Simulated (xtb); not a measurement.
C3H6O2Si, SMILES O=C(OC=C)[SiH3]. All values are semi-empirical tight-binding results from xtb (GFN2-xTB unless named), good for trends rather than for accurate numbers. Coordinates come from a GFN2-xTB optimisation. Other conformers were not sampled.

Optimised geometry:

```xyz
12

C     -2.6423     0.4363    -0.1156
C     -1.5775     1.1988    -0.2845
O     -0.2463     0.8539    -0.1958
C      0.2158    -0.3780     0.0872
O     -0.4690    -1.3459     0.3010
Si     2.1347    -0.3589     0.0968
H     -3.6217     0.8674    -0.2208
H     -2.5797    -0.6087     0.1254
H     -1.6430     2.2522    -0.5270
H      2.5676    -0.7991     1.4209
H      2.5844    -1.3033    -0.9232
H      2.5524     1.0088    -0.1951
```
Charge 0, spin multiplicity 1.

The geometry has at least one imaginary mode, so it is a saddle point at that level.

Estimate the properties. (Estimate from the structure and the level; the computed values follow.)


| Item | Result |
|---|---|
| point group as xtb finds it | Cs |
| orbital gap | 3.20 eV |
| dipole moment | 2.06 D |
| static polarisability (D4 model) | 73.2 bohr³ |
| solvation energy, GFN2-xTB/ALPB(water) | -2.3 kcal/mol |
| solvation energy, GFN2-xTB/ALPB(chcl3) | -6.8 kcal/mol |

Computed atomic charges and the Wiberg bond orders between heavy atoms:
charges (e) C1 -0.11, C2 0.10, O3 -0.25, C4 0.24, O5 -0.40, Si6 0.43, H7 0.05, H8 0.09, H9 0.05, H10 -0.06, H11 -0.06, H12 -0.07. Bond orders C1–C2 1.91, C2–O3 1.01, O3–C4 1.12, C4–O5 1.80, C4–Si6 0.78.
